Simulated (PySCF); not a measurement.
Sm⁵⁰⁺: ionisation energy

Sm⁵⁰⁺ [Ne] 3s2 (1S) → Sm⁵¹⁺ [Ne] 3s1 (2S), as a difference of total energies. Calculation: PySCF 2.14, in an uncontracted even-tempered set (17 s from 12 bohr⁻², ratio 2.5; 12 p from 15 bohr⁻², ratio 2.5; 4 d from 56 bohr⁻², ratio 2.7; 4 f from 84 bohr⁻², ratio 2.7); the spin-free X2C one-electron Hamiltonian (Gaussian nucleus). Correlated levels: outer shells: 1s2 frozen; virtual orbitals above 40 to 60 times the deepest correlated orbital energy dropped. The calculations carry no spin-orbit coupling.

| method | ionisation energy (eV) |
| --- | --- |
| UHF | 4549.7 |
| LDA | 4554.3 |
| PBE | 4557.5 |
| PBE0 | 4555.8 |
| r2SCAN | 4549.4 |
| BP86 | 4556.8 |
| r2SCAN0 | 4549.9 |
| MP2 (outer shells) | 4553.2 |
| SCS-MP2 (outer shells) | 4553.6 |

Question: How much does correlation contribute at MP2 (outer shells)?

Answer: 4553.2 − (4549.7) = 3.5 eV, measured against UHF.

Breit and QED terms and the two-electron picture change are absent.

For comparison: 4548 ± 4 eV (theoretical estimate listed by NIST; NIST Atomic Spectra Database, ionization energies).
